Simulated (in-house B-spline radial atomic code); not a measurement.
Ionising the copper ion Cu⁶⁺ with different functionals

Computed with a radial B-spline atomic code at the basis-set limit: non-relativistic Hamiltonian, point nucleus, spin-polarised at highest spin, spherical fractional occupations for the functionals, the average over the highest-spin determinants for Hartree-Fock. The ionisation energy is the difference of two self-consistent energies, [Ar] 3d5 → [Ar] 3d4, without Breit or QED terms; ε is the level of the shell that loses the electron (its least bound occupied spin orbital).

Hybrids are left out here: with spherical fractional occupations of an open shell their exact exchange keeps a self-interaction that integer-occupation calculations don't have.

| method | rung | ΔSCF (eV) | -ε(3d) (eV) |
| --- | --- | --- | --- |
| Hartree-Fock | Hartree-Fock | 139.01 | 141.37 |
| LDA VWN5 | LDA | 139.74 | 125.68 |
| LDA PW92 | LDA | 139.73 | 125.67 |
| LDA exchange-only | LDA | 137.99 | 123.99 |
| PBE | GGA | 139.56 | 125.50 |
| PBEsol | GGA | 139.51 | 125.46 |
| BLYP | GGA | 139.39 | 125.32 |
| RPBE | GGA | 139.51 | 125.45 |
| PW91 | GGA | 139.70 | 125.64 |
| BP86 | GGA | 139.55 | 125.48 |
| AM05 | GGA | 139.54 | 125.48 |
| OLYP | GGA | 140.40 | 126.29 |
| TPSS | meta-GGA | 139.51 | 125.47 |
| SCAN | meta-GGA | 140.53 | 126.58 |
| r2SCAN | meta-GGA | 140.55 | 126.60 |
| M06-L | meta-GGA | 140.49 | 126.52 |
| revTPSS | meta-GGA | 139.44 | 125.41 |

Problem. How do they compare with the NIST value?

Solution. NIST lists 139 eV ± 1.2 (semi-empirical, ground level to ground level). Errors run from -1.01 to +1.55 eV; all lie within about twice that uncertainty, so the table can't rank the methods. Hartree-Fock also lacks correlation.
